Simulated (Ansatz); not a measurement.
Gas-phase electronic energies from Ansatz, PBE0-D4/def2-TZVP geometries. CBS: MP2 limit from def2 TZ/QZ plus the TZ coupled-cluster correction, frozen cores. This one scheme is used for every species. DFT in def2-TZVPP. For Br outer-core shells are correlated without core-valence functions, which leaves a few kJ/mol of doubt a bond. Scalar relativity is left out up to krypton. Each species was taken in one conformer, which may not be the lowest.

Consider the ligand exchange at the Si–C bond: `C[SiH](N)CO` + HBr → `N[SiH](Br)CO` + CH₄.

`C[SiH](N)CO`:

Z-matrix (Å, degrees):
```
C
Si 1 1.863
H 1 1.093 2 110.4
H 1 1.093 2 110.3 3 -119.2
H 1 1.093 2 111.8 3 119.9
N 2 1.737 1 107.4 3 -179.6
C 2 1.886 1 112.0 3 67.5
H 2 1.496 1 110.3 3 -54.9
H 6 1.009 2 119.5 1 167.1
H 6 1.008 2 118.7 1 28.3
O 7 1.422 2 109.5 1 69.3
H 7 1.101 2 111.1 1 -167.6
H 7 1.095 2 111.1 1 -49.5
H 11 0.966 7 106.6 2 35.8
```

HBr:

```xyz
2

Br    0.627   -0.128   -0.307
H    -0.627    0.128    0.307
```

`N[SiH](Br)CO`:

Z-matrix (Å, degrees):
```
Si
Br 1 2.263
C 1 1.879 2 103.3
N 1 1.699 2 114.0 3 117.6
H 1 1.480 2 105.3 3 -122.2
O 3 1.421 1 110.3 2 58.9
H 3 1.094 1 109.1 2 175.7
H 3 1.098 1 111.4 2 -66.2
H 4 1.009 1 118.2 2 -74.2
H 4 1.007 1 121.1 2 69.3
H 6 0.964 3 107.6 1 -59.3
```

CH₄:

Cartesian coordinates in Å:
```
C 0.000 0.000 0.000
H 0.652 -0.180 -0.854
H -0.666 0.834 -0.221
H 0.605 0.240 0.874
H -0.590 -0.894 0.201
```

(1) Is it downhill or uphill in electronic energy at CCSD(T)/CBS, and by how much? (Estimate.)

(2) What do these levels give: B2PLYP, HF/def2-TZVPP, CCSD/def2-TZVPP, CCSD(T)/def2-TZVPP, MP2/CBS(def2), CCSD/CBS(def2)? (An estimate is asked.)

Largest T1 diagnostic among the species: 0.010.

Results:

(1) Computed: Downhill: ΔE = -118.0 kJ/mol.

(2) Computed: B2PLYP -118.0, HF/def2-TZVPP -126.0, CCSD/def2-TZVPP -112.6, CCSD(T)/def2-TZVPP -112.3, MP2/CBS(def2) -124.8, CCSD/CBS(def2) -118.3 kJ/mol.

In def2-TZVPP, CCSD(T) changes the Hartree–Fock value by +13.7 kJ/mol (the triples alone add +0.4 kJ/mol) and MP2 by +6.9 kJ/mol.
